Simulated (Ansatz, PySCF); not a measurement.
Gas-phase reaction (SMILES): CCCl + 2 [H][H] (H2) → 2 C (CH4) + Cl (HCl); energy of full hydrogenation.

Each molecule is optimised on its own at B3LYP-D3(BJ)/def2-TZVP (Ansatz, a first-principles code). Correlated levels leave the core frozen unless marked. Spin-orbit coupling is left out. Non-relativistic. CBS(X,Y): correlation extrapolated as X^-3; Hartree-Fock from the larger set. The bracket is a focal-point correction in the basis named. Thermal terms are rigid-rotor harmonic-oscillator values from B3LYP-D3(BJ) frequencies (PySCF) at 298.15 K and 1 atm. 1 Eh = 627.5095 kcal/mol.

| species | E, RI-MP2/CBS(aug-cc-pV(T+d)Z,aug-cc-pV(Q+d)Z)+[CCSD(T)-MP2]/aug-cc-pV(T+d)Z (Ansatz) (Eh) | E, PBE-D3(BJ)/def2-TZVPD (Ansatz + dftd3) (Eh) | H - E (Eh) | G - E (Eh) |
|---|---|---|---|---|
| CCCl | -538.89318 | -539.17019 | 0.07139 | 0.04017 |
| [H][H] (H2) | -1.17524 | -1.16598 | 0.01336 | -0.00144 |
| C (CH4) | -40.46129 | -40.46420 | 0.04840 | 0.02728 |
| Cl (HCl) | -460.37874 | -460.62865 | 0.01000 | -0.01120 |

Q: Work out ΔE and ΔH, ΔG, ΔS and the equilibrium constant at 298.15 K at the first level, then ΔH at the second.

A: 
1. ΔE = [2×(-40.46129) + (-460.37874)] - [(-538.89318) + 2×(-1.17524)] = -0.05766 Eh = -36.2 kcal/mol at RI-MP2/CBS(aug-cc-pV(T+d)Z,aug-cc-pV(Q+d)Z)+[CCSD(T)-MP2]/aug-cc-pV(T+d)Z.
2. The terms H - E add up to 0.00869 Eh, so ΔH = (-0.05766 + (0.00869))×627.5095 = -30.7 kcal/mol.
3. The terms G - E add up to 0.00607 Eh, so ΔG = -32.4 kcal/mol, and ΔS = (0.00869 - (0.00607))×627509.5/298.15 = 5.5 cal/(mol K).
4. log10 K = -ΔG/(RT ln 10) = 23.8, with RT ln 10 = 1.3642 kcal/mol.
5. At PBE-D3(BJ)/def2-TZVPD the same steps give ΔE = -34.5 and ΔH = -29.0 kcal/mol, a shift of +1.7 from the first level.
6. Tabulated enthalpies of formation (CCCl -26.6 kcal/mol, ATcT 1.112; [H][H] (H2) 0.0 kcal/mol, zero by definition; C (CH4) -17.8 kcal/mol, ATcT 1.112; Cl (HCl) -22.0 kcal/mol, ATcT 1.112) give ΔH = -31.0, so the errors are +0.3 and +2.0 kcal/mol; the tables hold anharmonic motion, scalar relativity, which both levels lack, and core correlation, which the frozen-core level lacks.
